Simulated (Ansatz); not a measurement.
cis-PtH2(PF3)2 (P₂PtH₂F₆), relaxed as a singlet with RKS PBE-D4/def2-SVP in Ansatz, starting from the GFN2-xTB geometry. Force threshold 0.02 eV/Å.

In the def2 sets Pt takes a core potential; there is no spin–orbit coupling. The relaxation made no stability test and no search for a lower SCF solution. No other spin state of charge 0 was run.

Start:

```xyz
11

F     2.055   -0.472    1.109
F    -0.060   -0.456    2.076
F     1.381    1.326    2.410
F     0.144   -2.124   -0.235
F    -1.343   -1.908   -1.998
F    -1.993   -1.285    0.139
P     0.820    0.509    1.179
P    -0.786   -0.992   -0.836
Pt   -0.041    1.168   -0.832
H    -0.564    1.628   -2.162
H     0.388    2.606   -0.851
```

(1) Estimate the energy that the relaxation releases and the steps that it takes.

(2) Does the start keep its bonding and symmetry?

(3) Predict the relaxed structure.

Results:

(1) 18.9 kcal/mol, in 29 steps; 36 s on 4 threads of Intel Xeon Platinum 8488C on a shared host. The force fell under the threshold at step 22, but the optimiser went on. No frequencies were taken in this run, so the end may be a saddle point.

(2) By distances, no bond broke or formed. The bond that changes most is Pt9–H11, from 1.50 to 1.62 Å (atoms count from 1). Point group C2 at the start, C2v at the end, both within 0.05 Å; within 0.015 Å the end is C2.

(3) 
Cartesian coordinates in Å:
```
F 2.759 0.687 1.200
F 1.127 -0.819 2.183
F 0.904 1.578 2.502
F -1.015 -2.381 0.102
F -0.893 -1.897 -2.274
F -2.746 -1.040 -0.948
P 1.171 0.533 1.321
P -1.150 -1.131 -0.894
Pt -0.028 0.808 -0.577
H -0.714 1.366 -1.929
H 0.585 2.298 -0.688
```
Bond lengths: 6 × F–P 1.60 Å; 2 × P–Pt 2.26 Å; 2 × H–Pt 1.62 Å.
